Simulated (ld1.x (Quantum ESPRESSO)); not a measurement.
## As (Z = 33): TM pseudisation with PBE, scalar-relativistic reference atom.

ld1.x (Quantum ESPRESSO) 7.5 input, shortened:

```
&input
   title='As', zed=33., rel=1, dft='PBE', iswitch=3,
   config='[Ar] 3d10 4s2 4p3 4d-2'
 /
 &inputp
   pseudotype=2, tm=.true., lloc=2,
   nlcc=.true., new_core_ps=.true., rcore=0.75
 /
3
4S  1  0   2.00   0.00  1.70  1.70  0.0
4P  2  1   3.00   0.00  2.15  2.15  0.0
4D  3  2  -2.00   0.10  2.25  2.25  0.0
 &test
   configts(1)='4s2 4p3'
 /
```

All-electron outer shells of the reference configuration (PBE, scalar-relativistic, ld1.x):

```json
{"shell": "3p", "level (eV)": "-133.68", "outermost node (bohr)": "0.22", "outermost maximum (bohr)": "0.52"}
{"shell": "3d", "level (eV)": "-40.65", "outermost node (bohr)": "–", "outermost maximum (bohr)": "0.47"}
{"shell": "4s", "level (eV)": "-14.49", "outermost node (bohr)": "0.73", "outermost maximum (bohr)": "1.61"}
{"shell": "4p", "level (eV)": "-5.19", "outermost node (bohr)": "0.78", "outermost maximum (bohr)": "2.00"}
```

Estimate the cutoffs (Ry, on a coarse ladder) from which the occupation-weighted sum of valence levels, in a spherical-Bessel basis at the reference potential, stays within 10 and 1 mRy of its value at 400 Ry.

30 Ry and 45 Ry.

What does a ghost test show?

No extra level below or beside the all-electron valence levels (s, p, d, f tested).

Which valence shell sets the plane-wave cutoff?

4s: its level needs 40 Ry to come within 1 mRy, against 18 Ry for 4p.

Tests: 4s2 4p2; 4s2 4p1; 4s2 4p0; 4s0 4p5; 4s1 4p3; 4s2 4p2.5; 4s1 4p4. Which has the largest error in its energy relative to the reference configuration, and how large is it?

4s2 4p0, with -190 meV (all-electron minus pseudo) on +54.77 eV.
